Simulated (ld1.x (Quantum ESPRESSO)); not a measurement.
## aluminium: variants of one TM potential

Base potential:

Al (Z = 13), norm-conserving Troullier–Martins (Kleinman–Bylander form), made with ld1.x (Quantum ESPRESSO) 7.5 (LDA (PZ), scalar-relativistic). Core [Ne], reference 3s1.75 3p1.25. Waves: 3s (bound): rc 1.85 bohr; 3d channel at 0.2 Ry: rc 1.90 bohr; 3p (bound): rc 2.15 bohr. Local part: the p channel. Core correction: none.

Cutoffs, loose and tight: the cutoffs (Ry, on a coarse ladder) from which the occupation-weighted sum of valence levels, in a spherical-Bessel basis at the reference potential, stays within 10 and 1 mRy of its value at 400 Ry. They do not see the model core or the augmentation charge, which bear on the density cutoff. Test errors are all-electron minus pseudo excitation energies from the reference, over the configurations 3s2 3p1; 3s2 3p0; 3s1 3p0; 3s2 3p1.3; 3s0 3p3; 3s2 3p0.5; 3s1 3p2 (two spin-polarised tests are not counted in the largest error). A dash means not determined; rows that change the core or the reference have their own tests.

| change | outcome | cutoff, loose | cutoff, tight | bound ghosts | largest test error (meV) |
| --- | --- | --- | --- | --- | --- |
| base | generated | 10 Ry | 30 Ry | none | +74 |
| wave 3p (bound): rc 2.15 bohr becomes 3p (bound): rc 1.86 bohr | generated | 10 Ry | 30 Ry | none | +73 |
| wave 3p (bound): rc 2.15 bohr becomes 3p (bound): rc 2.26 bohr | generated | 10 Ry | 30 Ry | none | +74 |
| wave 3p (bound): rc 2.15 bohr becomes 3p (bound): rc 2.50 bohr | generated | 10 Ry | 30 Ry | none | +74 |
| wave 3p (bound): rc 2.15 bohr becomes 3p (bound): rc 2.74 bohr | generated | 10 Ry | 30 Ry | none | +73 |
| wave 3p (bound): rc 2.15 bohr becomes 3p (bound): rc 2.94 bohr | generated | 10 Ry | 30 Ry | none | +72 |
| wave 3p (bound): rc 2.15 bohr becomes 3p (bound): rc 3.12 bohr | generated | 10 Ry | 30 Ry | none | +71 |

(1) What comes out with this change to the base: wave 3p (bound): rc 2.15 bohr becomes 3p (bound): rc 1.42 bohr?

(2) What comes out with this change to the base: wave 3p (bound): rc 2.15 bohr becomes 3p (bound): rc 1.72 bohr?

Answers

(1) outcome: generated; cutoff, loose: 45 Ry; cutoff, tight: 70 Ry; bound ghosts: none; largest test error (meV): +73.

(2) outcome: generated; cutoff, loose: 15 Ry; cutoff, tight: 35 Ry; bound ghosts: none; largest test error (meV): +72.

Reading the sweep of the p radius (base included, trends over the rows without a ghost): The loose cutoff falls from 45 Ry at 1.42 to 10 Ry at 3.12 bohr. A larger radius leaves more room for a smooth pseudo-wave, so fewer plane waves are needed; a smaller one forces it to follow the all-electron wave where it bends sharply. The median size of the test errors (rows with all tests solved) falls from 6.2 meV at 1.42 to 0.7 meV at 3.12 bohr. This runs against the usual rule that a larger radius transfers worse; these runs do not show why.
